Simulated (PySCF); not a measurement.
Ionisation energy of Zr¹⁰⁺ by level of theory

Zr¹⁰⁺ [Ar] 3d10 4s2 (1S) → Zr¹¹⁺ [Ar] 3d10 4s1 (2S), as a difference of total energies. Calculation: PySCF 2.14, in an uncontracted even-tempered set (21 s from 0.33 bohr⁻², ratio 2.5; 14 p from 0.43 bohr⁻², ratio 2.5; 9 d from 0.76 bohr⁻², ratio 2.5; 5 f from 2.7 bohr⁻², ratio 2.7; 5 g from 4.1 bohr⁻², ratio 2.7); the spin-free X2C one-electron Hamiltonian (Gaussian nucleus). The calculations carry no spin-orbit coupling.

```tsv
method	ionisation energy (eV)
UHF	212.67
TPSSh	215.18
r2SCAN0	214.59
```

For comparison: 214.9 ± 0.4 eV (semi-empirical (NIST evaluation); NIST Atomic Spectra Database, ionization energies).
